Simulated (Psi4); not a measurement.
Conformational energy of SMILES B[SiH2]C#N (CH₄BNSi). Scanned: dihedral H5–B1–Si2–C3; all other coordinates were relaxed at GFN2-xTB. Points at φ and −φ are mirror images. Heavy atoms are numbered in the order of the SMILES B[SiH2]C#N, hydrogens after them in the order of the atoms that carry them; the mirror image has the same energies with the sign of each dihedral reversed.

Computed with: PBE/def2-TZVP // GFN2-xTB (Psi4); PBE-D3(BJ)/def2-TZVP // GFN2-xTB (Psi4); B3LYP/def2-TZVP // GFN2-xTB (Psi4); MP2/cc-pVTZ = Psi4 with DF-MP2 (frozen core)/cc-pVTZ // GFN2-xTB.

Energies relative to the lowest point of each profile, in kJ/mol; the last columns give the difference from MP2:

```csv
φ / °,PBE/def2-TZVP,PBE-D3(BJ)/def2-TZVP,B3LYP/def2-TZVP,MP2/cc-pVTZ,PBE/def2-TZVP − MP2/cc-pVTZ,PBE-D3(BJ)/def2-TZVP − MP2/cc-pVTZ,B3LYP/def2-TZVP − MP2/cc-pVTZ
-165,0.4,0.4,0.4,0.3,0.1,0.1,0.1
-150,1.5,1.5,1.3,1.1,0.4,0.4,0.2
-135,2.9,2.9,2.6,2.1,0.8,0.8,0.5
-120,4.1,4.0,3.6,2.9,1.2,1.1,0.7
-105,4.6,4.5,4.1,3.2,1.4,1.3,0.9
-90,4.7,4.6,4.2,3.2,1.5,1.4,1.0
-75,4.6,4.6,4.1,3.2,1.4,1.3,0.9
-60,4.1,4.0,3.6,2.9,1.2,1.1,0.7
-45,2.9,2.8,2.6,2.1,0.8,0.8,0.5
-30,1.4,1.4,1.3,1.0,0.4,0.4,0.2
-15,0.4,0.4,0.3,0.3,0.1,0.1,0.1
0,0.0,0.0,0.0,0.0,0.0,0.0,0.0
15,0.4,0.4,0.3,0.3,0.1,0.1,0.1
30,1.4,1.4,1.3,1.0,0.4,0.4,0.2
45,2.9,2.8,2.6,2.1,0.8,0.8,0.5
60,4.1,4.0,3.6,2.9,1.2,1.1,0.7
75,4.6,4.6,4.1,3.2,1.4,1.3,0.9
90,4.7,4.6,4.2,3.2,1.5,1.4,1.0
105,4.6,4.5,4.1,3.2,1.4,1.3,0.9
120,4.1,4.0,3.6,2.9,1.2,1.1,0.7
135,2.9,2.9,2.6,2.1,0.8,0.8,0.5
150,1.5,1.5,1.3,1.1,0.4,0.4,0.2
165,0.4,0.4,0.4,0.3,0.1,0.1,0.1
180,0.0,0.0,0.0,0.0,0.0,0.0,0.0
```

PBE/def2-TZVP is furthest from MP2/cc-pVTZ at -90 (1.5 kJ/mol, above); its mean absolute difference over the points is 0.8 kJ/mol.

PBE-D3(BJ)/def2-TZVP is furthest from MP2/cc-pVTZ at -90 (1.4 kJ/mol, above); its mean absolute difference over the points is 0.7 kJ/mol.

B3LYP/def2-TZVP is furthest from MP2/cc-pVTZ at -90 (1.0 kJ/mol, above); its mean absolute difference over the points is 0.5 kJ/mol.
